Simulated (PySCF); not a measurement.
# Energy of Rh²⁺ (rhodium, charge +2) between two integer charges

The 4d beta orbital of [Kr] 4d7 is emptied in steps (occupation f), with all orbitals relaxed, ending at [Kr] 4d6. Calculation: PySCF 2.14, in def2-SVP with the def2 core potential (28 electrons) (5s3p2d1f, 31 functions); scalar relativity through the core potential. The exact energy is a straight line in f; departures are measured from the line between the end points of the same method.

| f | BHandHLYP (eV) | wB97X (eV) | CAM-B3LYP (eV) |
| --- | --- | --- | --- |
| 1 | 0.000 | 0.000 | 0.000 |
| 0.75 | -0.557 | -0.443 | -0.641 |
| 0.5 | -0.755 | -0.604 | -0.867 |
| 0.25 | -0.575 | -0.462 | -0.659 |
| 0 | 0.000 | 0.000 | 0.000 |

```
   method  E(f=0) − E(f=1) (eV)  −ε at f=1 (eV)  −ε at f=0.5 (eV)
BHandHLYP                31.572          28.647            31.525
    wB97X                31.645          29.340            31.592
CAM-B3LYP                31.791          28.421            31.743
```

Orbital energy along the path (eV):

```
   f  BHandHLYP    wB97X  CAM-B3LYP
   1    -28.647  -29.340    -28.421
0.75    -30.050  -30.423    -30.043
 0.5    -31.525  -31.592    -31.743
0.25    -33.069  -32.852    -33.514
   0    -34.683  -34.068    -35.354
```

Reference removal energy between the ground levels: 31.06 eV (semi-empirical (NIST evaluation); NIST Atomic Spectra Database, ionization energies). The calculation has no spin-orbit coupling. The determinant left behind need not be the lowest term of the ion.
